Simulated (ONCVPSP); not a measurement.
# iron: one change to an ONCV potential, before and after

ONCVPSP 4.0.1 input, shortened (lines: element, Z, core and valence counts, functional; n l f; lmax; l rc ep ncon nbas qcut; lloc lpopt rc5 dvloc0; l nproj debl; icmod fcfact rcfact), LDA (Perdew-Wang 92), scalar-relativistic:

```
  Fe 26.00    5    2  -001012      upf
    1    0    2.00
    2    0    2.00
    2    1    6.00
    3    0    2.00
    3    1    6.00
    3    2    6.00
    4    0    0.50
    2
    0    2.10    0.00    4    7    2.60
    1    1.80    0.40    4    8    4.30
    2    1.85    0.00    4    8    7.00
    4    4    1.25    4.00
    0    2    3.60
    1    1    0.40
    2    2    3.30
    1    0.30    0.00
```

In the p channel the program set the typed energies aside and used 0.050 Ha.

Change: s: rc 3.1.

Cutoffs: the cutoffs (Ha) at which the residual kinetic energy of the hardest occupied pseudo-wave falls to 1 and 0.1 mHa per electron; they do not see the model core or the augmentation charge, which bear on the density cutoff. Errors are all-electron minus pseudo energies relative to the spin-unpolarised reference configuration.

Predict the effect on cutoff, ghosts and configuration errors.

The potential gets neither clearly harder nor softer (24 Ha and 62 Ha → 24 Ha and 62 Ha); the d channel sets the loose cutoff, while the largest relative change is in s, which becomes softer; of the 4 tests that both files solve, the error grows in 4 and shrinks in 0 by more than 15 % and 0.3 meV (median size 0.2 → 11.4 meV); neither file shows a bound ghost. More of the atom is replaced by a form fitted at one configuration, so other configurations suffer.

```csv
quantity,base,changed
"cutoff, loose",24 Ha,24 Ha
"cutoff, tight",62 Ha,62 Ha
loose cutoff by channel,"s 9.1 Ha, d 24 Ha","s 3.0 Ha, d 24 Ha"
bound ghosts,none,none
GHOST(+) flags under 300 eV,s at 111.4 eV,s at 91.5 eV
"error for 3d6 4s2, meV [ΔE -16.25 eV]",+0.3,-15
"error for 3d6 4s1, meV [ΔE -7.27 eV]",+0.2,-4.2
"error for 3d6 4s0, meV [ΔE 9.21 eV]",-2.0,-11
"error for 3d6 4s1.5, meV [ΔE -12.65 eV]",+0.1,-11
p: phases at 1.83 bohr within 0.05 rad from the reference energy up to (Ha; the scan ends near 5),0.5,0.5
d: phases at 1.88 bohr within 0.05 rad from the reference energy up to (Ha; the scan ends near 5),to the end of the scan,to the end of the scan
"rms error of d²Exc/dni dnj with the model core, mHa",5.52,5.85
```
